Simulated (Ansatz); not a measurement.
Ansatz (an electronic-structure program) input (CCSD(T)/6-31G):

Ansatz 0.2 input:
```yaml
crystal:
  periodic: [false, false, false]
  atoms:
    - {symbol: Si, position_ang: [0.07692471, -0.29651948, 0.07415714]}
    - {symbol: O, position_ang: [-1.14494246, -0.67405817, -0.93635132]}
    - {symbol: C, position_ang: [-2.46076880, -0.97429942, -0.49570202]}
    - {symbol: O, position_ang: [-0.25938318, 0.99862030, 1.00648611]}
    - {symbol: C, position_ang: [-0.58974881, 2.27227817, 0.47423575]}
    - {symbol: O, position_ang: [1.32867427, -0.03218350, -0.93572985]}
    - {symbol: C, position_ang: [2.62425992, 0.34520618, -0.49442446]}
    - {symbol: O, position_ang: [0.38011787, -1.46601772, 1.18060030]}
    - {symbol: H, position_ang: [-2.88398207, -0.15094522, 0.08663928]}
    - {symbol: H, position_ang: [-3.08063372, -1.13787745, -1.37673798]}
    - {symbol: H, position_ang: [-2.47573301, -1.87742705, 0.12056277]}
    - {symbol: H, position_ang: [-1.49365944, 2.22495658, -0.13959593]}
    - {symbol: H, position_ang: [-0.76582326, 2.95001470, 1.30903394]}
    - {symbol: H, position_ang: [0.22341138, 2.67051642, -0.13916453]}
    - {symbol: H, position_ang: [3.24586711, 0.50377567, -1.37514851]}
    - {symbol: H, position_ang: [3.07617935, -0.43677060, 0.12195763]}
    - {symbol: H, position_ang: [2.59345635, 1.27038612, 0.08801543]}
    - {symbol: H, position_ang: [0.60578549, -2.33535327, 0.84154031]}
basis:
  gaussian:
    orbitals: 6-31G
magnetization: {spin_polarized: false}
correlation: {method: ccsd_t, electrons: outside_noble_gas}
```

End of the output:

```
integrals: 0.14 GiB planned
1141 factors; integrals over basis functions are off by at most 2.5e-4 eV
mean field: 0.55 GiB planned
mean field evaluation 1: about -19252.1240 eV, gradient 5.0e1 eV
mean field evaluation 2: about -19252.1355 eV, gradient 5.0e1 eV
mean field evaluation 4: about -19257.1214 eV, gradient 3.2e0 eV
mean field evaluation 8: about -19257.1524 eV, gradient 1.4e-1 eV
mean field evaluation 16: about -19255.8387 eV, gradient 2.7e1 eV
mean field -19257.15243571 eV, -707.6872990457 hartree, gradient 1.8e-6 eV, S^2 0.000000; 0 other end points of the search recorded, 0 dependent functions left out
12 core orbitals not correlated
reference -19257.15243571 eV, -707.6872990457 hartree; 25, 25 occupied and 59, 59 virtual orbitals, 1141 factors
second order -21.78038881 eV of doubles, -0.00000000 eV of singles
coupled cluster: 0.37 GiB planned
cycle   1  -22.19389000 eV  change   -4.1e-1 eV  update   1.2e-1
cycle   2  -22.93131298 eV  change   -7.4e-1 eV  update   3.6e-2
cycle   3  -23.13987303 eV  change   -2.1e-1 eV  update   1.7e-2
cycle   4  -23.14140763 eV  change   -1.5e-3 eV  update   2.9e-3
cycle   5  -23.14256942 eV  change   -1.2e-3 eV  update   1.0e-3
cycle   6  -23.14294352 eV  change   -3.7e-4 eV  update   2.6e-4
cycle   7  -23.14274956 eV  change    1.9e-4 eV  update   9.0e-5
cycle   8  -23.14269803 eV  change    5.2e-5 eV  update   2.8e-5
perturbative correction -0.45879460 eV, -0.0168603905 hartree
Total energy: -19280.75392835 eV, -708.5546379023 hartree
```
